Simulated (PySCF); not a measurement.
Radial density of Cr⁺ (chromium, charge +1)

UHF, [Ar] 3d5, high-spin 6S determinant. All numbers are calculated (PySCF 2.14, the non-relativistic Hamiltonian (point nucleus), in cc-pVDZ (6s5p3d1f, 43 functions)).

```
r (bohr)  4πr²ρ (e/bohr)  4πr²(ρα − ρβ)
0.000867         0.08441         0.0000
 0.00146          0.2321         0.0000
 0.00245          0.6262         0.0000
 0.00413           1.635        -0.0001
 0.00694           4.042        -0.0002
  0.0117           9.117        -0.0004
  0.0196           17.65        -0.0007
  0.0330           26.60        -0.0009
  0.0556           27.55         0.0001
  0.0935           21.89         0.0075
   0.157           28.00         0.0713
   0.264           27.62         0.4796
   0.445           11.00         1.8386
   0.748           13.45         3.4617
    1.26           7.507         2.8488
    2.12           1.308         0.9856
    3.56          0.1167         0.1139
    5.99        0.002069         0.0021
```
